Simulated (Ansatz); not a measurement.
Species: TiF₃, charge 1, multiplicity 1. 
Structure (B3LYP-D3(BJ)/def2-TZVP (Ansatz, a first-principles code) minimum search):
```xyz
4

Ti    -0.0670     0.0894     0.2355
F     -1.2812    -1.0099    -0.2165
F     -0.0034     1.4465    -0.7849
F      1.4485    -0.6550     0.4258
```
Charge +1, spin multiplicity 1.

Property: vertical ionisation energy (to the doublet state of charge +2; each state is the SCF solution reached for its spin; the molecule has degenerate orbitals, so one determinant may break the symmetry; the UHF <S^2> is 1.32 for the doublet (pure: 0.75); for the doublet T1 is 0.083; for the singlet T1 is 0.028), in eV. Cores are frozen in the correlated levels unless marked. UHF or UKS for open shells. Spin-orbit coupling is left out. Frozen are the shells of the preceding noble gas and the d and f shells that filled before the atom's block. Non-relativistic. CBS(X,Y): correlation extrapolated as X^-3; Hartree-Fock from the larger set.

```json
[
 {"level": "HF/def2-SVPD", "program": "Ansatz", "vertical ionisation energy (eV)": "21.22"},
 {"level": "HF/def2-TZVPPD", "program": "Ansatz", "vertical ionisation energy (eV)": "20.86"},
 {"level": "HF/def2-QZVPPD", "program": "Ansatz", "vertical ionisation energy (eV)": "20.85"},
 {"level": "SVWN5/def2-TZVPD", "program": "Ansatz", "vertical ionisation energy (eV)": "21.49"},
 {"level": "PBE/def2-TZVPD", "program": "Ansatz", "vertical ionisation energy (eV)": "21.13"},
 {"level": "r2SCAN/def2-TZVPD", "program": "Ansatz", "vertical ionisation energy (eV)": "21.42"},
 {"level": "B3LYP/def2-TZVPD", "program": "Ansatz", "vertical ionisation energy (eV)": "21.82"},
 {"level": "PBE0/def2-TZVPD", "program": "Ansatz", "vertical ionisation energy (eV)": "21.83"},
 {"level": "BHLYP/def2-TZVPD", "program": "Ansatz", "vertical ionisation energy (eV)": "22.14"},
 {"level": "CAM-B3LYP/def2-TZVPD", "program": "Ansatz", "vertical ionisation energy (eV)": "22.21"},
 {"level": "wB97M-V/def2-TZVPD", "program": "Ansatz", "vertical ionisation energy (eV)": "22.15"},
 {"level": "wB97X-V/def2-TZVPD", "program": "Ansatz", "vertical ionisation energy (eV)": "22.16"},
 {"level": "B2PLYP/def2-TZVPD", "program": "Ansatz", "vertical ionisation energy (eV)": "22.11"},
 {"level": "MP2/def2-SVPD", "program": "Ansatz", "vertical ionisation energy (eV)": "24.53"},
 {"level": "RI-MP2/def2-TZVPPD", "program": "Ansatz", "vertical ionisation energy (eV)": "22.46"},
 {"level": "RI-MP2/def2-QZVPPD", "program": "Ansatz", "vertical ionisation energy (eV)": "22.55"},
 {"level": "RI-MP2/CBS(def2-TZVPPD,def2-QZVPPD)", "program": "Ansatz", "vertical ionisation energy (eV)": "22.63"},
 {"level": "SCS-MP2/def2-SVPD", "program": "Ansatz", "vertical ionisation energy (eV)": "24.33"},
 {"level": "CCSD/def2-SVPD", "program": "Ansatz", "vertical ionisation energy (eV)": "22.05"},
 {"level": "CCSD(T)/def2-SVPD", "program": "Ansatz", "vertical ionisation energy (eV)": "22.03"}
]
```
